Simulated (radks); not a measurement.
The numbers below are computed, except where a source is named.
All-electron atom: the vanadium ion V7+ in [Ne] 3s2 3p4.

Level of theory: Dirac Kohn-Sham, BLYP, spin-unpolarised, spherical densities, finite nucleus; open shells fill j = l - 1/2 first; Fermi nuclear charge, rms radius 3.6002 fm (a radial shooting solver on a logarithmic mesh with Libxc functionals).

Energy parts (Ry):
| part | energy |
|---|---|
| total | -1866.10003 |
| kinetic | 1887.03385 |
| electron-nucleus | -4280.66314 |
| Hartree | 610.20129 |
| exchange-correlation | -82.67204 |

Orbitals (lengths in bohr, moments of r in powers of bohr):
| orbital | occ. | eigenvalue (Ry) | <r> |
|---|---|---|---|
| 1s1/2 | 2 | -404.8909 | 0.06643 |
| 2s1/2 | 2 | -54.64887 | 0.3073 |
| 2p1/2 | 2 | -47.73657 | 0.2712 |
| 2p3/2 | 4 | -47.21124 | 0.2739 |
| 3s1/2 | 2 | -14.10212 | 0.8714 |
| 3p1/2 | 2 | -12.11637 | 0.8892 |
| 3p3/2 | 2 | -12.03525 | 0.8947 |

The highest occupied level is 3p3/2 at -163.75 eV. For comparison, the ionisation energy in NIST's Atomic Spectra Database is 173.6 eV (semi-empirical). In exact Kohn-Sham theory the highest level is minus the ionisation energy, but local and semilocal functionals leave it too shallow, through self-interaction and a potential that decays too fast; potentials with the right tail come closer. Summed over all electrons, <r^2> = 6.199 bohr^2, which gives a Langevin (diamagnetic) susceptibility term of -4.91 x 10^-6 cm^3/mol.

Beside tabulated values, note that spin-unpolarised runs miss the spin-polarisation part of the exchange energy of open shells.
